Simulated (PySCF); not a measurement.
SMILES N#C[SiH2]C[SiH3] (GFN2-xTB optimised geometry):

```
12

N      2.329    -0.785    -0.003
C      1.184    -0.787     0.000
Si    -0.685    -0.787     0.000
C     -1.241     1.026     0.000
Si    -0.683     2.061     1.502
H     -1.097    -1.507     1.207
H     -1.084    -1.499    -1.219
H     -2.329     1.053    -0.064
H     -0.874     1.507    -0.908
H     -1.268     1.483     2.715
H      0.775     2.051     1.587
H     -1.171     3.432     1.334
```

Computed with PBE/def2-TZVP (PySCF).

Q: What are the frontier orbital energies and the dipole moment?

A: HOMO-2 -8.40 eV, HOMO-1 -8.21 eV, HOMO -7.92 eV, LUMO -1.55 eV, LUMO+1 -1.33 eV; dipole moment 3.95 D.

Meta-Löwdin charges at PBE/def2-TZVP: N1 -0.17, C2 -0.14, Si3 0.59, C4 -0.66, Si5 0.44, H6 -0.07, H7 -0.07, H8 0.15, H9 0.15, H10 -0.08, H11 -0.07, H12 -0.08.
